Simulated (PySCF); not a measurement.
C5H11NO.
Numbering: `[CH3:1][CH2:2][CH2:3][CH2:4][C:5]([NH2:6])=[O:7]` (hydrogens: H8, H9, H10 on C1; H11, H12 on C2; H13, H14 on C3; H15, H16 on C4; H17, H18 on N6)

Structure used (PBE0-D3(BJ)/def2-TZVP), in Å, numbered top down from 1:
```xyz
18
C5H11NO angstrom
C     -2.8311   -0.1999    0.5280
C     -1.5651   -0.4656   -0.2674
C     -0.3391    0.1882    0.3467
C      0.9239   -0.0811   -0.4450
C      2.1536    0.5744    0.1513
N      3.3256    0.2190   -0.4359
O      2.1084    1.3610    1.0725
H     -2.7353   -0.5689    1.5529
H     -3.6993   -0.6867    0.0784
H     -3.0412    0.8716    0.5842
H     -1.6946   -0.1047   -1.2948
H     -1.4008   -1.5471   -0.3461
H     -0.2034   -0.1643    1.3736
H     -0.4875    1.2690    0.4242
H      1.1030   -1.1593   -0.5313
H      0.8140    0.2873   -1.4730
H      3.3607   -0.4338   -1.1962
H      4.1771    0.6350   -0.1019
```

The closed-shell ground state was solved at several levels (PySCF, density fitting, gas phase, non-relativistic). One conformer (not necessarily the lowest) at the PBE0-D3(BJ)/def2-TZVP geometry, without solvent, vibrations or thermal averaging.

| level | basis functions | total energy (Eh) | HOMO (eV) | LUMO (eV) | gap (eV) | dipole (D) |
| --- | --- | --- | --- | --- | --- | --- |
| B97-2/pcSseg-2 | 406 | -327.1693 | -7.02 | 0.37 | 7.39 | 3.69 |
| wB97X-D/pcSseg-2 | 406 | -327.1822 | -9.24 | 2.04 | 11.28 | 3.75 |
| PBE0/pcSseg-2 | 406 | -326.9029 | -7.32 | 0.34 | 7.66 | 3.70 |

Question: What might KT3/pcSseg-2 (406 basis functions) give for the same quantities?

Answer: Total energy -332.2898 Eh, HOMO -5.86 eV, LUMO -0.58 eV, gap 5.28 eV, dipole 3.52 D.

Question: Over all these levels, which gives the widest orbital gap and which the narrowest?

Answer: wB97X-D/pcSseg-2 (range-separated hybrid) has the widest, 11.28 eV, and KT3/pcSseg-2 (GGA) the narrowest, 5.28 eV. From the narrowest to the widest the HOMO moves by -3.38 eV and the LUMO by +2.62 eV.

Question: In the pcSseg-2 basis, how does the gap go with the fixed share of exact exchange?

Answer: KT3 (0 %) 5.28 eV; B97-2 (21 %) 7.39 eV; PBE0 (25 %) 7.66 eV. Each rise in the share widens the gap here.

Question: How far do the dipole and the HOMO energy spread over the levels?

Answer: The dipole runs from 3.52 to 3.75 D (mean 3.66 D) and the HOMO from -9.24 to -5.86 eV.

The pairwise dispersion term of wB97X-D wasn't added to the energies; at a given geometry it leaves orbitals and properties as they are.
